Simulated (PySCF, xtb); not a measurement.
Sb(Me)3 cation (C3H9Sb), SMILES [CH3][Sb]([CH3])[CH3] (connectivity only; charge and spin as stated), charge +1, multiplicity 2.

Harmonic wavenumbers (cm⁻¹) from GFN2-xTB in xtb at its own minimum, in rising order: 62, 84, 93, 117, 118, 135, 452, 484, 484, 730, 731, 733, 798, 798, 802, 1219, 1220, 1241, 1368, 1379, 1379, 1393, 1393, 1401, 2996, 2998, 3017, 3033, 3036, 3036, 3039, 3041, 3042.

Problem. What does r2SCAN-D4/def2-SVP run with PySCF give at its own minimum? (Estimate from the structure and the level; the computed values follow.)

Solution. 86, 93, 93, 138, 140, 140, 498, 531, 531, 724, 724, 739, 856, 857, 857, 1201, 1201, 1235, 1385, 1398, 1399, 1412, 1412, 1429, 3046, 3046, 3048, 3178, 3178, 3181, 3207, 3207, 3207. Paired by order, the mean absolute difference is 50 cm⁻¹ and the zero-point energies are 65.5 and 67.7 kcal/mol.
